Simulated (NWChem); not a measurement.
The numbers come from NWChem runs, not from measurements. System: iodoethane (C₂H₅I), charge 0, spin multiplicity 1, at a geometry optimised with B3LYP/def2-SVP with def2 effective core potentials on I. Level: RHF/def2-SVP with def2 effective core potentials on I.

The NWChem input:

```
start mol
memory heap 200 mb stack 900 mb global 1100 mb
geometry units angstroms nocenter noautoz
  C      2.449903     0.388848     0.000000
  C      1.121057     1.117352     0.000000
  I     -0.599613    -0.248089     0.000000
  H      2.568305    -0.245375     0.891367
  H      3.268701     1.130597     0.000000
  H      2.568305    -0.245375    -0.891367
  H      0.974204     1.735840     0.894236
  H      0.974204     1.735840    -0.894236
  symmetry group Cs
end
basis spherical
  * library def2-svp
end
ecp
  I library def2-ecp
end
scf
  rhf
  nopen 0
  maxiter 100
  thresh 1e-7
  semidirect memsize 60000000 filesize 0
end
task scf energy
```

Output (cleaned and shortened):

```
             Northwest Computational Chemistry Package (NWChem) 7.3.0
             --------------------------------------------------------

                                NWChem Input Module
                                -------------------

 Scaling coordinates for geometry "geometry" by  1.889725989
 (inverse scale =  0.529177249)

 Turning off AUTOSYM since
 SYMMETRY directive was detected!

                             Geometry "geometry" -> ""
                             -------------------------

 Output coordinates in angstroms (scale by  1.889725989 to convert to a.u.)

  No.       Tag          Charge          X              Y              Z
 ---- ---------------- ---------- -------------- -------------- --------------
    1 C                    6.0000     2.44990300     0.38884800     0.00000000
    2 C                    6.0000     1.12105700     1.11735200     0.00000000
    3 I                   53.0000    -0.59961300    -0.24808900     0.00000000
    4 H                    1.0000     2.56830500    -0.24537500     0.89136700
    5 H                    1.0000     3.26870100     1.13059700     0.00000000
    6 H                    1.0000     2.56830500    -0.24537500    -0.89136700
    7 H                    1.0000     0.97420400     1.73584000     0.89423600
    8 H                    1.0000     0.97420400     1.73584000    -0.89423600

 Effective nuclear repulsion energy (a.u.)     212.0428958484

            Nuclear Dipole moment (a.u.)
            ----------------------------
        X                 Y               Z
 ---------------- ---------------- ----------------
    -0.0000188973     0.0000188973     0.0000000000

      Symmetry information
      --------------------

 Group name             Cs
 Group number              2
 Group order               2
 No. of unique centers     6

      Symmetry unique atoms

     1    2    3    4    5    7


 Summary of "ao basis" -> "" (spherical)
 ------------------------------------------------------------------------------
       Tag                 Description            Shells   Functions and Types
 ---------------- ------------------------------  ------  ---------------------
 *                          def2-svp                  on all atoms

 Summary of "ao basis" -> "ao basis" (spherical)
 ------------------------------------------------------------------------------
       Tag                 Description            Shells   Functions and Types
 ---------------- ------------------------------  ------  ---------------------
 C                          def2-svp                 6       14   3s2p1d
 I                          def2-svp                10       26   4s4p2d
 H                          def2-svp                 3        5   2s1p

                                 NWChem SCF Module
                                 -----------------

  ao basis        = "ao basis"
  functions       =    79
  atoms           =     8
  closed shells   =    21
  open shells     =     0
  charge          =   0.00
  wavefunction    = RHF
  use symmetry    = T
  symmetry adapt  = T

 Summary of "ao basis" -> "ao basis" (spherical)
 ------------------------------------------------------------------------------
       Tag                 Description            Shells   Functions and Types
 ---------------- ------------------------------  ------  ---------------------
 C                          def2-svp                 6       14   3s2p1d
 I                          def2-svp                10       26   4s4p2d
 H                          def2-svp                 3        5   2s1p

      Symmetry analysis of basis
      --------------------------

        a'         52
        a"         27

 Forming initial guess at       0.1s

      Superposition of Atomic Density Guess
      -------------------------------------

 Sum of atomic energies:        -424.87313597

      Non-variational initial energy
      ------------------------------

 Total energy =    -375.786846
 1-e energy   =    -857.858136
 2-e energy   =     362.684497
 HOMO         =      -0.325251
 LUMO         =      -0.012349

      Symmetry analysis of molecular orbitals - initial
      -------------------------------------------------

  Numbering of irreducible representations:

     1 a'          2 a"

  Orbital symmetries:

     1 a'          2 a'          3 a'          4 a'          5 a'
     6 a"          7 a'          8 a'          9 a"         10 a'
    11 a"         12 a'         13 a'         14 a'         15 a"
    16 a'         17 a'         18 a"         19 a'         20 a'
    21 a"         22 a'         23 a'         24 a'         25 a"
    26 a'         27 a"         28 a'         29 a'         30 a'
    31 a"

 Starting SCF solution at       0.7s

 ----------------------------------------------
         Quadratically convergent ROHF

 Convergence threshold     :          1.000E-07
 Maximum no. of iterations :          100
 Final Fock-matrix accuracy:          1.000E-09
 ----------------------------------------------

              iter       energy          gnorm     gmax       time
             ----- ------------------- --------- --------- --------
                 1     -375.2073132097  5.89D-01  1.62D-01      0.8
                 2     -375.2355332458  2.64D-01  5.52D-02      0.8
                 3     -375.2408333938  1.14D-02  3.16D-03      0.9
                 4     -375.2408510291  3.57D-05  8.78D-06      1.1
                 5     -375.2408510292  9.12D-09  3.26D-09      1.3

       Final RHF  results
       ------------------

         Total SCF energy =   -375.240851029219
      One-electron energy =   -860.268818497801
      Two-electron energy =    365.641174965352
 Nuclear repulsion energy =    119.386792503231

        Time for solution =      0.6s

       Symmetry analysis of molecular orbitals - final
       -----------------------------------------------

  Numbering of irreducible representations:

     1 a'          2 a"

  Orbital symmetries:

     1 a'          2 a'          3 a'          4 a'          5 a'
     6 a"          7 a'          8 a'          9 a"         10 a"
    11 a'         12 a'         13 a'         14 a'         15 a"
    16 a'         17 a'         18 a"         19 a'         20 a'
    21 a"         22 a'         23 a'         24 a'         25 a"
    26 a'         27 a"         28 a'         29 a'         30 a'
    31 a"

             Final eigenvalues
             -----------------

              1
    1  -11.2977
    2  -11.2488
    3   -7.7195
    4   -5.5756
    5   -5.5640
    6   -5.5639
    7   -2.2708
    8   -2.2659
    9   -2.2658
   10   -2.2538
   11   -2.2538
   12   -1.0473
   13   -0.8961
   14   -0.8097
   15   -0.6417
   16   -0.5937
   17   -0.5570
   18   -0.5242
   19   -0.4320
   20   -0.3564
   21   -0.3554
   22    0.1056
   23    0.1786
   24    0.2201
   25    0.2298
   26    0.2545
   27    0.2662
   28    0.3577
   29    0.4588
   30    0.5210
   31    0.5263

                       ROHF Final Molecular Orbital Analysis
                       -------------------------------------

 Vector   19  Occ=2.000000D+00  E=-4.319574D-01  Symmetry=a'
              MO Center=  3.6D-01,  2.9D-01, -4.9D-16, r^2= 3.5D+00
   Bfn.  Coefficient  Atom+Function         Bfn.  Coefficient  Atom+Function
  ----- ------------  ---------------      ----- ------------  ---------------
    39      0.351338  3 I  px                40      0.286447  3 I  py
    42      0.233581  3 I  px                19     -0.227320  2 C  py
    18     -0.222451  2 C  px                43      0.191794  3 I  py
    22     -0.175529  2 C  py                60      0.173571  5 H  s
    17      0.161206  2 C  s                 21     -0.152969  2 C  px

 Vector   20  Occ=2.000000D+00  E=-3.564185D-01  Symmetry=a'
              MO Center= -5.4D-01, -2.2D-01,  2.2D-15, r^2= 2.2D+00
   Bfn.  Coefficient  Atom+Function         Bfn.  Coefficient  Atom+Function
  ----- ------------  ---------------      ----- ------------  ---------------
    40      0.464068  3 I  py                43      0.443689  3 I  py
    39     -0.371797  3 I  px                42     -0.357963  3 I  px
    37     -0.189654  3 I  py                34     -0.154588  3 I  py
    36      0.151746  3 I  px

 Vector   21  Occ=2.000000D+00  E=-3.554254D-01  Symmetry=a"
              MO Center= -5.5D-01, -2.1D-01, -9.0D-16, r^2= 2.2D+00
   Bfn.  Coefficient  Atom+Function         Bfn.  Coefficient  Atom+Function
  ----- ------------  ---------------      ----- ------------  ---------------
    41      0.593927  3 I  pz                44      0.571905  3 I  pz
    38     -0.242688  3 I  pz                35     -0.197811  3 I  pz

 Vector   22  Occ=0.000000D+00  E= 1.056017D-01  Symmetry=a'
              MO Center=  1.1D-01,  2.9D-01, -1.5D-15, r^2= 4.4D+00
   Bfn.  Coefficient  Atom+Function         Bfn.  Coefficient  Atom+Function
  ----- ------------  ---------------      ----- ------------  ---------------
    17      1.418139  2 C  s                 42     -0.756443  3 I  px
    43     -0.606060  3 I  py                32     -0.572774  3 I  s
    21     -0.537323  2 C  px                71     -0.421140  7 H  s
    76     -0.421140  8 H  s                 22     -0.343899  2 C  py
    18     -0.264304  2 C  px                56     -0.238198  4 H  s

 Vector   23  Occ=0.000000D+00  E= 1.785680D-01  Symmetry=a'
              MO Center=  2.2D+00,  9.4D-01, -1.1D-15, r^2= 6.2D+00
   Bfn.  Coefficient  Atom+Function         Bfn.  Coefficient  Atom+Function
  ----- ------------  ---------------      ----- ------------  ---------------
     3      2.375409  1 C  s                 61     -1.323154  5 H  s
    56     -0.842404  4 H  s                 66     -0.842404  6 H  s
    71     -0.832032  7 H  s                 76     -0.832032  8 H  s
    17      0.763105  2 C  s                 22      0.681054  2 C  py
     7      0.343641  1 C  px                42      0.279741  3 I  px

 Vector   24  Occ=0.000000D+00  E= 2.201273D-01  Symmetry=a'
              MO Center=  1.7D+00,  9.2D-01,  4.3D-17, r^2= 6.7D+00
   Bfn.  Coefficient  Atom+Function         Bfn.  Coefficient  Atom+Function
  ----- ------------  ---------------      ----- ------------  ---------------
     3      2.656383  1 C  s                 17     -2.631474  2 C  s
    71      1.319348  7 H  s                 76      1.319348  8 H  s
    56     -1.111045  4 H  s                 66     -1.111045  6 H  s
    61     -0.474749  5 H  s                 22     -0.403500  2 C  py
    21     -0.352046  2 C  px                 7     -0.222861  1 C  px

 center of mass
 --------------
 x =  -0.27635688 y =  -0.11227015 z =   0.00000000

 moments of inertia (a.u.)
 ------------------
         124.103759406323        -178.011881847409           0.000000000000
        -178.011881847409         566.319683803279           0.000000000000
           0.000000000000           0.000000000000         667.473388274140

  Mulliken analysis of the total density
  --------------------------------------

    Atom       Charge   Shell Charges
 -----------   ------   -------------------------------------------------------
    1 C    6     6.04   1.99  0.86  0.23  2.04  0.90  0.04
    2 C    6     6.26   1.99  0.88  0.38  1.94  1.02  0.04
    3 I   25    25.08   1.83  0.22  1.20  0.71  2.93  3.12  2.54  2.49  9.82  0.22
    4 H    1     0.94   0.75  0.17  0.03
    5 H    1     0.95   0.75  0.18  0.03
    6 H    1     0.94   0.75  0.17  0.03
    7 H    1     0.89   0.74  0.13  0.02
    8 H    1     0.89   0.74  0.13  0.02

       Multipole analysis of the density wrt the origin
       ------------------------------------------------

     L   x y z        total         open         nuclear
     -   - - -        -----         ----         -------
     0   0 0 0     -0.000000      0.000000     42.000000

     1   1 0 0      0.746635      0.000000     31.726901
     1   0 1 0      0.494101      0.000000     13.126985
     1   0 0 1     -0.000000      0.000000      0.000000

     2   2 0 0    -28.635519      0.000000    279.671791
     2   1 1 0      1.864537      0.000000     81.305200
     2   1 0 1     -0.000000      0.000000      0.000000
     2   0 2 0    -29.397854      0.000000     61.999825
     2   0 1 1     -0.000000      0.000000      0.000000
     2   0 0 2    -30.870787      0.000000     11.385933

 Task  times  cpu:        1.3s     wall:        1.3s

 Total times  cpu:        1.3s     wall:        1.3s
```
